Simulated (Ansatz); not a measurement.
C4H9B (`BC=C(C)C`), relaxed with RKS PBE0-D4/def2-TZVP in Ansatz 0.2.0 from a PBE-D4/def2-SVP geometry. The force threshold is 0.005 eV/Å; the program also tests the step.

Charge 0, multiplicity 1.

Start:

```xyz
14

B     0.693    1.566   -1.538
C    -0.108    1.148   -0.301
C    -0.163   -0.108    0.260
C     0.580   -1.300   -0.274
C    -0.995   -0.384    1.482
H     0.650    2.719   -1.934
H     1.389    0.780   -2.158
H    -0.716    1.911    0.221
H    -0.137   -2.105   -0.548
H     1.234   -1.731    0.517
H     1.198   -1.057   -1.156
H    -0.354   -0.749    2.315
H    -1.724   -1.200    1.285
H    -1.545    0.511    1.829
```

```
step  energy (eV)  largest force (eV/Å)  largest move (Å)
   1   -4965.8334                 0.669             0.000
   2   -4965.8926                 0.169             0.036
   3   -4965.8957                 0.069             0.030
   4   -4965.8972                 0.023             0.031
   5   -4965.8975                 0.007             0.009
   6   -4965.8975                 0.006             0.007
   7   -4965.8975                 0.004             0.006
```

End:

```xyz
14

B     0.687    1.549   -1.522
C    -0.111    1.134   -0.294
C    -0.160   -0.103    0.255
C     0.579   -1.288   -0.270
C    -0.987   -0.381    1.467
H     0.643    2.683   -1.908
H     1.371    0.779   -2.134
H    -0.713    1.887    0.215
H    -0.127   -2.087   -0.519
H     1.235   -1.693    0.508
H     1.174   -1.056   -1.148
H    -0.358   -0.764    2.278
H    -1.722   -1.165    1.256
H    -1.511    0.508    1.817
```

Hardware: 4 threads of an Arm Neoverse V2 on a shared host. Wall time 24 s, peak host memory 0.51 GiB.
